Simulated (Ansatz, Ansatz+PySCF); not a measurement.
```yaml
atoms:
  - { symbol: Mo, position_ang: [0.0000, 0.0000, 0.0000] }
  - { symbol: N, position_ang: [0.0000, 0.0000, 1.6360] }
```

Basis set: def2-SVP (spherical functions, with the set's core potentials past Kr). Correlated methods keep 1 orbital frozen. Correlation on ROHF uses semicanonical orbitals with singles. Charge 0, multiplicity 4.

Computed with Ansatz (development build ahead of 0.2.0); each method stands on the lowest determinant of its kind that the runs found. Restricted functionals stand beside restricted open-shell atoms, which can lie above the unrestricted atoms usual in DFT and then raise those values.

(1) Give the atomization energy at this shape (free ground-state atoms in the same class of orbitals less the molecule, no zero-point energy) of quartet MoN by r²SCAN (unrestricted), r²SCAN (restricted open-shell), PBE (unrestricted), PBE (restricted open-shell), ωB97X (unrestricted), PBE0 (unrestricted), PBE0 (restricted open-shell), ROHF-MP2, UHF-MP2, UHF, ROHF.

Answers

(1)

```tsv
method	atomization energy
r²SCAN (unrestricted)	115.62 kcal/mol
r²SCAN (restricted open-shell)	112.97 kcal/mol
PBE (unrestricted)	144.08 kcal/mol
PBE (restricted open-shell)	142.45 kcal/mol
ωB97X (unrestricted)	124.70 kcal/mol
PBE0 (unrestricted)	115.74 kcal/mol
PBE0 (restricted open-shell)	113.20 kcal/mol
ROHF-MP2	36.41 kcal/mol
UHF-MP2	-4.20 kcal/mol
UHF	-0.99 kcal/mol
ROHF	-23.04 kcal/mol
```

Caution: another spin multiplicity may lie lower. Caution for ROHF-MP2, ROHF: an unrestricted determinant lies well below. Caution for UHF-MP2, UHF: the unrestricted determinant is a mixture of spin states.
